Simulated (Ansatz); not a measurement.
Two isomers of CH7AlSi2: A = `[AlH2][SiH]1C[SiH2]1`, B = `[SiH3][Al]1[CH2][SiH2]1`.

Gas-phase electronic energies from Ansatz, PBE0-D4/def2-TZVP geometries. CCSD(T)/CBS adds triple-zeta CCSD(T) − MP2 to the extrapolated MP2 energy (def2 sets, frozen cores). Functionals use def2-TZVPP. B3LYP here is the variant with VWN-RPA as its local correlation; programs differ in this.

(1) Which isomer does CCSD(T)/CBS put lower? Give the gap. (An estimate is asked.)

(2) Give E(B) − E(A) in kJ/mol with CCSD(T)/def2-SVP, B3LYP-D4, PBE0-D4, LDA (SPW92), CCSD/def2-TZVPP, PBE-D4, BLYP-D4. (Best estimate.)

Largest T1 diagnostic: 0.015.

Results:

(1) Computed: A, by 43.7 kJ/mol.

(2) Computed: CCSD(T)/def2-SVP 37.7, B3LYP-D4 39.3, PBE0-D4 46.3, LDA (SPW92) 55.3, CCSD/def2-TZVPP 34.2, PBE-D4 49.9, BLYP-D4 42.1. None reverses the order clearly.

The D4 term adds +9.1 kJ/mol with B3LYP and +4.6 kJ/mol with PBE0; it sums over pairs of atoms, weighted by their polarisabilities, and B3LYP, whose exchange is more repulsive, gets the larger term. Leaving LDA and LC-ωPBE aside and taking each functional with its dispersion term where it has one, the values, not all of them listed here, spread over 32.7 kJ/mol, from BHLYP-D4 to B97M-V. LDA lies +10.9 kJ/mol from PBE without D4.
